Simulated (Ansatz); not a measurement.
A set of 12 reactions (atomization), with CCSD(T)/CBS values in kJ/mol:

```csv
reaction,ΔE
`C=CB[SeH]` → B• + 2 C• + 5 H• + Se•,3391.1
`C[S][Cd][N](C)C` → 3 C• + Cd (atom) + 9 H• + N• + S•,5110.9
`[InH2][BH][TeH]` → B• + 4 H• + In• + Te•,1666.6
`B[Se]CC` → B• + 2 C• + 7 H• + Se•,3958.9
`NB[SiH2][SiH3]` → B• + 8 H• + N• + 2 Si•,3850.6
`[OH2+][In-]([Cl])([Cl])[Cl]` → 3 Cl• + 2 H• + In• + O•,2074.0
`N[SiH]1NC[SiH2]1` → C• + 8 H• + 2 N• + 2 Si•,4501.7
`C1=CC1` → 3 C• + 4 H•,2842.0
`[SiH3][AlH][Al]1[CH2][CH2]1` → 2 Al• + 2 C• + 8 H• + Si•,4055.1
`N=C=CBr` → Br• + 2 C• + 2 H• + N•,2298.3
`O=C=[N][Ga]([Cl])[Cl]` → C• + 2 Cl• + Ga• + N• + O•,2431.3
`C#[C][In]([F])[Cl]` → 2 C• + Cl• + F• + H• + In•,2248.9
```

Isolated molecules relaxed with PBE0-D4/def2-TZVP in Ansatz; ΔE leaves out vibrations. CCSD(T)/CBS adds triple-zeta CCSD(T) − MP2 to the extrapolated MP2 energy (def2 sets, frozen cores). Small cases extrapolate CCSD(T) itself. DFT in def2-TZVPP. B3LYP here is the variant with VWN-RPA as its local correlation; programs differ in this. No spin–orbit coupling; open shells (•) take unrestricted orbitals. Spin–orbit coupling would lower the free atoms: a little for Al, B, C, Cl, F, O, S, Si; clearly for Br, Ga, Se; strongly for In, Te. def2 core potentials past Kr. For Br, Cd, Ga, In, Se, Te outer-core shells are correlated without core-valence functions, so the limit isn't a true one: a few kJ/mol of doubt a bond, and 10 to 20 or more in all where bonds break to atoms. Scalar relativity is left out up to krypton. Each species was taken in one conformer, which may not be the lowest.

Q: Give the mean, mean absolute and largest difference (level minus CCSD(T)/CBS, kJ/mol) for: PBE-D4, r2SCAN-D4, PBE0-D4, ωB97X-V, ωB97M-V, B2PLYP, PBE, r2SCAN, B3LYP, CCSD/def2-TZVPP, CCSD(T)/def2-TZVPP, SCS-MP2/def2-QZVPP, HF/CBS(def2), CCSD/CBS(def2). (An estimate is asked.)

A: Computed: 
```tsv
level	mean	mean absolute	largest
PBE-D4	67.6	70.8	147.3
r2SCAN-D4	13.7	20.6	43.9
PBE0-D4	10.1	26.9	50.3
ωB97X-V	13.4	17.9	38.7
ωB97M-V	6.7	14.5	32.8
B2PLYP	-40.8	40.8	-85.4
PBE	47.9	57.9	136.0
r2SCAN	8.9	19.0	39.1
B3LYP	-39.9	41.0	-117.1
CCSD/def2-TZVPP	-143.2	143.2	-218.5
CCSD(T)/def2-TZVPP	-88.1	88.1	-144.0
SCS-MP2/def2-QZVPP	4.5	16.5	57.4
HF/CBS(def2)	-893.6	893.6	-1443.8
CCSD/CBS(def2)	-55.5	55.5	-78.6
```

The largest T1 diagnostic in the set is 0.018, for Al• (customary mark 0.045).

CCSD(T)/CBS is a level of theory with its own doubt, and the functionals carry their triple-zeta basis error, so these figures describe this set and don't rank the functionals.
